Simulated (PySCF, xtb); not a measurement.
GeOF2, SMILES [O]=[Ge]([F])[F].

Harmonic wavenumbers (cm⁻¹) from GFN2-xTB in xtb 6.7.1 at its own minimum, in rising order: 172, 191, 197, 489, 523, 945.

Task: What does PBE-D3(BJ)/def2-SVP in PySCF give at its own minimum? (Estimate from the structure and the level; the computed values follow.)

Result: 203, 217, 244, 689, 722, 975. Paired by order, the mean absolute difference is 89 cm⁻¹ and the zero-point energies are 3.6 and 4.4 kcal/mol.
